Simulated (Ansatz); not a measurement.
Bond stretch in SMILES [BeH2]. The Be1–H3 bond (Be1 also carries H; H3 carries nothing else) is pulled apart rigidly from the PBE0/def2-TZVP optimised geometry.

Levels: RKS-PBE = restricted PBE/aug-cc-pVDZ (Ansatz, a quantum-chemistry and plane-wave program); RKS-CAM-B3LYP = restricted CAM-B3LYP/aug-cc-pVDZ run with Ansatz; UCCSD(T) = Ansatz with CCSD(T) on UHF/aug-cc-pVDZ, frozen core; UKS-PBE = unrestricted PBE/aug-cc-pVDZ (Ansatz); UKS-CAM-B3LYP = unrestricted CAM-B3LYP/aug-cc-pVDZ run with Ansatz; UCCSDT(Q) = CCSDT(Q) on UHF/aug-cc-pVDZ, frozen core (Ansatz); FCI = full CI/aug-cc-pVDZ, frozen core in Ansatz.

Cost and accuracy over the 22 points of the scan, with FCI as yardstick. Costs are rough ratios of core time within Ansatz on shared cores, each with its mean field (Kohn-Sham runs search longer for lower solutions than correlated ones do); the miss is the largest error against full CI of the curve after the mean shift, in eV.

**Question.** Which of them comes closest to FCI within 8 times the cost of the cheapest?

**Answer.** UCCSD(T), 0.038 eV off at most.

```csv
level,relative cost,largest error
RKS-PBE,1,0.960
RKS-CAM-B3LYP,1,1.827
UCCSD(T),2,0.038
UKS-PBE,2,0.095
UKS-CAM-B3LYP,3,0.259
UCCSDT(Q),20,0.002
```

Costs within a factor of two of each other count as equal.

The restricted form behind RKS-PBE, RKS-CAM-B3LYP keeps the bonding electrons paired and can't separate into open-shell fragments. The unrestricted determinant behind UCCSD(T), UCCSDT(Q) is spin-contaminated at 2.22 to 4.72 Å (<S²> up to 1.0, against 0.00 for a pure singlet). The unrestricted determinant behind UKS-PBE, UKS-CAM-B3LYP is spin-contaminated at 2.67 to 4.72 Å (<S²> up to 1.0, against 0.00 for a pure singlet).
